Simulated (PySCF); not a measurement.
**How methods differ on the ionisation energy of Ag²²⁺**

Ag²²⁺ [Ar] 3d7 (4F) → Ag²³⁺ [Ar] 3d6 (5D), as a difference of total energies. Computed with PySCF 2.14 in an uncontracted even-tempered set (19 s from 2.2 bohr⁻², ratio 2.5; 13 p from 2.9 bohr⁻², ratio 2.5; 8 d from 2.9 bohr⁻², ratio 2.5; 4 f from 14 bohr⁻², ratio 2.7; 3 g from 21 bohr⁻², ratio 2.7), with the spin-free X2C one-electron Hamiltonian (Gaussian nucleus). Correlated levels: outer shells: [Ne] frozen; virtual orbitals above 40 to 60 times the deepest correlated orbital energy dropped. The calculations carry no spin-orbit coupling.

```
                method  ionisation energy (eV)
                   UHF                  1082.2
                   LDA                  1083.4
                   PBE                  1083.6
                  PBE0                  1083.7
                r2SCAN                  1084.5
                  BP86                  1084.0
                 B3LYP                  1083.9
    MP2 (outer shells)                  1083.4
SCS-MP2 (outer shells)                  1083.6
```

A first-order spin-orbit estimate (lowest level to lowest level, LS coupling) adds 1.267 eV.

Breit and QED terms and the two-electron picture change are absent.

For comparison: 1082 ± 4 eV (theoretical estimate listed by NIST; NIST Atomic Spectra Database, ionization energies).
